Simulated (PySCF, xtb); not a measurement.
Bonds broken one at a time in the series Al Cl-Br. All species are isolated molecules in the gas phase. Strings in code marks are SMILES.

Quantity: homolytic bond dissociation enthalpy at 298 K (no spin–orbit term), in eV. Enthalpy corrections at 298 K come from GFN2-xTB frequencies (xtb).

Case: Al–Br bond of `[Cl][Al]([Br])[Br]`, giving `[Br]` and `[Cl][Al][Br]`. Geometry of `[Al]([Br])([Cl])[Br]` (neutral, multiplicity 1, Å):

```xyz
4

Cl    -0.0270     2.0820    -0.0042
Al     0.0119     0.0048    -0.0010
Br    -1.9035    -1.1432     0.0134
Br     1.9735    -1.0633    -0.0076
```

Task: Estimate the homolytic bond dissociation enthalpy at 298 K (no spin–orbit term) that PBE-D3(BJ)/def2-TZVP // TPSSh-D3(BJ)/def2-TZVP (PySCF) returns for this input.

Result: 4.28 eV.
